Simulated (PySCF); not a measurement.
**Relaxation of quartet CrCl₃**

Method: UPBE0/[Cr def2-SVP, Cl def2-SVP], no relativity, density fitting, PySCF. A (50,194) grid was used.

A hand-made T-shaped start, of C2v symmetry, held to at least that symmetry:

Coordinates in bohr (charge 0 multiplicity 4):
```
Cr    0.0000    0.0000   -0.9961
Cl    0.0000    0.0000    3.1802
Cl    4.1738    0.0000   -0.8504
Cl   -4.1738    0.0000   -0.8504
```

Optimiser trace:
```json
{"step": "0", "E − E(last) (kJ/mol)": "47.50", "largest gradient (Eh/bohr)": "0.03238"}
{"step": "1", "E − E(last) (kJ/mol)": "24.18", "largest gradient (Eh/bohr)": "0.02102"}
{"step": "2", "E − E(last) (kJ/mol)": "4.77", "largest gradient (Eh/bohr)": "0.00541"}
{"step": "3", "E − E(last) (kJ/mol)": "0.78", "largest gradient (Eh/bohr)": "0.00468"}
{"step": "4", "E − E(last) (kJ/mol)": "0.05", "largest gradient (Eh/bohr)": "0.00137"}
{"step": "5", "E − E(last) (kJ/mol)": "0.00", "largest gradient (Eh/bohr)": "0.00010"}
{"step": "6", "E − E(last) (kJ/mol)": "0.00", "largest gradient (Eh/bohr)": "0.00001"}
```

It ends at C2v with Cr–Cl 2.152 Å (×2), Cr–Cl 2.159 Å; Cl–Cr–Cl 104.4° (×2), Cl–Cr–Cl 151.1°. A frequency run shows a minimum. Other isomers or separated fragments may lie lower.

Final geometry:
```xyz
4
charge 0 multiplicity 4, angstrom
Cr    0.0000    0.0000   -0.2421
Cl    0.0000    0.0000    1.9171
Cl    2.0844    0.0000   -0.7787
Cl   -2.0844    0.0000   -0.7787
```

With open d or f shells other occupations or spin states may lie lower.

The relaxation took about 50 core-seconds on a shared host.
